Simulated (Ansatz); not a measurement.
BMe2(dmap) (C₇H₁₈BNO). Total charge 0; singlet. Geometry PBE-D4/def2-SVP; atoms count from 1.

```tsv
atom	x (Å)	y (Å)	z (Å)
B1	-0.258	0.929	0.389
C2	-1.856	0.703	0.592
H3	-2.320	-0.111	-0.006
H4	-2.354	1.640	0.259
H5	-2.160	0.553	1.650
C6	0.372	1.977	1.441
H7	1.431	2.240	1.237
H8	0.296	1.640	2.499
H9	-0.202	2.926	1.386
O10	0.171	1.197	-0.991
C11	0.254	0.041	-1.785
C12	-0.827	-0.024	-2.865
C13	0.196	-1.177	-0.822
N14	0.527	-0.639	0.528
C15	0.018	-1.491	1.619
C16	1.991	-0.457	0.664
H17	1.247	0.040	-2.304
H18	-0.759	0.870	-3.515
H19	-0.713	-0.926	-3.502
H20	-1.837	-0.037	-2.406
H21	-0.830	-1.591	-0.773
H22	0.888	-1.999	-1.102
H23	0.528	-2.478	1.625
H24	-1.069	-1.639	1.496
H25	0.199	-0.983	2.585
H26	2.334	0.262	-0.101
H27	2.216	-0.042	1.662
H28	2.515	-1.427	0.540
```

(1) Estimate the Mulliken populations from the PBE0/def2-TZVP orbitals of Ansatz.

(2) And the Mayer bond orders between bonded heavy atoms (over 0.3)?

Results:

(1) 
| atom | charge (e) |
| --- | --- |
| B1 | 0.02 |
| C2 | -0.49 |
| H3 | 0.09 |
| H4 | 0.13 |
| H5 | 0.12 |
| C6 | -0.45 |
| H7 | 0.11 |
| H8 | 0.11 |
| H9 | 0.13 |
| O10 | -0.35 |
| C11 | 0.16 |
| C12 | -0.39 |
| C13 | -0.30 |
| N14 | 0.14 |
| C15 | -0.31 |
| C16 | -0.36 |
| H17 | 0.07 |
| H18 | 0.13 |
| H19 | 0.11 |
| H20 | 0.13 |
| H21 | 0.15 |
| H22 | 0.12 |
| H23 | 0.13 |
| H24 | 0.16 |
| H25 | 0.15 |
| H26 | 0.18 |
| H27 | 0.16 |
| H28 | 0.13 |
Mulliken values and Mayer orders depend strongly on the basis.

(2) B1–C2 1.00 (1.63 Å); B1–C6 1.03 (1.61 Å); B1–O10 1.10 (1.47 Å); B1–N14 0.62 (1.76 Å); O10–C11 1.02 (1.40 Å); C11–C12 0.98 (1.53 Å); C11–C13 0.94 (1.55 Å); C13–N14 0.93 (1.49 Å); N14–C15 0.94 (1.47 Å); N14–C16 0.93 (1.48 Å).
